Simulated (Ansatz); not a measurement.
The first iterations of a band of C$_{4}$H$_{13}$NSi (19 atoms, charge 0, multiplicity 1).

Method: RKS BLYP/STO-3G (Ansatz).

- movable images: 1
- climbing image: no
- spring: 5.0 eV/Å²
- optimiser: quadratic models (default)
- start path: through a guess of the saddle point
- force threshold: 0.05 eV/Å
- iteration limit: 60
- end points: relaxed

Image 0:

```xyz
19
Properties=species:S:1:pos:R:3
C -1.807 -2.169 -0.206
Si -0.080 -1.555 0.261
C 0.178 0.276 -0.233
C -0.822 1.233 0.520
C 1.692 0.712 0.005
N 2.109 2.110 -0.501
H -1.928 -3.238 0.049
H -2.597 -1.609 0.326
H -1.994 -2.062 -1.290
H 0.920 -2.370 -0.416
H 0.114 -1.695 1.698
H -0.023 0.371 -1.325
H -0.671 1.184 1.618
H -1.874 0.956 0.304
H -0.685 2.289 0.205
H 1.924 0.683 1.095
H 2.364 -0.017 -0.505
H 1.397 2.770 -0.032
H 1.743 2.124 -1.516
```

Image 2:

```xyz
19
Properties=species:S:1:pos:R:3
C -1.826 -2.144 -0.302
Si -0.113 -1.554 0.242
C 0.181 0.280 -0.217
C -0.811 1.239 0.545
C 1.700 0.687 0.044
N 2.145 2.086 -0.434
H -1.972 -3.210 -0.050
H -2.632 -1.572 0.194
H -1.963 -2.037 -1.394
H 0.905 -2.370 -0.407
H 0.023 -1.715 1.683
H -0.006 0.399 -1.309
H -0.659 2.298 0.246
H -0.665 1.172 1.643
H -1.865 0.978 0.321
H 1.919 0.636 1.136
H 2.366 -0.045 -0.470
H 1.439 2.749 0.038
H 1.792 2.121 -1.453
```

| iteration | highest image above the first end (eV) | largest band force component (eV/Å) |
| --- | --- | --- |
| 1 | 1.133 | 4.005 |
| 2 | 0.237 | 1.190 |

Does the band converge within its limit, and where does its top end?

The forces met the threshold. It ended after 6 iterations with the highest image 0.115 eV above the first end. No image climbed, so the highest image needn't sit at the top of the path. So few images can step over the top or miss a turn of the path. Limits of this set-up: minimal basis.

Time of the run: 39 s on 1 thread of Arm Neoverse V1, on a shared host, peak memory 0.11 GiB.
